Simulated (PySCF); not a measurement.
## Iodine: a sound run and one with changed settings

Sound run: I⁺ [Kr] 4d10 5s2 5p4, I²⁺ [Kr] 4d10 5s2 5p3. Computed with PySCF 2.14 in x2c-SVPall (6s5p3d, 36 functions), with the spin-free X2C one-electron Hamiltonian (Gaussian nucleus). In the sound run the correlated levels freeze [Kr] 4d10. The sound run starts from symmetry-adapted Hartree-Fock orbitals and uses a fine grid where one is needed.

A second run was set up differently.

| species | method | sound run (hartree) | changed run (hartree) | converged |
| --- | --- | --- | --- | --- |
| I⁺ | MP2 | -7111.59973 | -7111.62066 | yes |
| I²⁺ | MP2 | -7110.93421 | -7110.95328 | yes |

Ionisation energy of I⁺:

```tsv
method	sound run (eV)	changed run (eV)
UHF	17.735	17.735
MP2	18.110	18.160
SCS-MP2	18.115	18.141
```

What was changed?
A. basis contracted for another Hamiltonian
B. level shift left on
C. too few SCF iterations
D. all electrons correlated in a valence basis

D. A valence basis has no tight correlating functions, so it recovers only part of the core correlation, and not evenly between atom and ion.
